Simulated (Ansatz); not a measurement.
Input file for Ansatz (an electronic-structure program): U-CCSD(T)/def2-TZVPP on AlFHI (SMILES [F][AlH][I]), a point of a bond scan (R = 1.403 Å). Elements past Kr take the def2 small-core potentials; no spin–orbit coupling. The run froze 15 orbitals, filled d shells among them.

Ansatz 0.2 input:
```yaml
crystal:
  periodic: [false, false, false]
  atoms:
    - {symbol: Al, position_ang: [-0.15957705, -0.93431310, -1.31851792]}
    - {symbol: F, position_ang: [-1.73146193, -1.33495906, -1.60854745]}
    - {symbol: H, position_ang: [0.83752735, -1.40821489, -2.18474743]}
    - {symbol: I, position_ang: [0.31527061, 0.48342589, 0.63959727]}
basis:
  gaussian:
    orbitals: def2-TZVPP
correlation: {method: ccsd_t, electrons: outside_noble_gas}
scf: {omitted_lower_state_checks: [cluster_reference]}
magnetization: {spin_polarized: true, initial_magnetization: 0}
```

Task: Give the final energy of this run.

Result: -639.2842 hartree (reference determinant -638.7856, T1 diagnostic 0.012).

Task: How many basis functions does it have, and what does it roughly cost on one machine?

Result: 137 functions; around 40 core-seconds (rough).
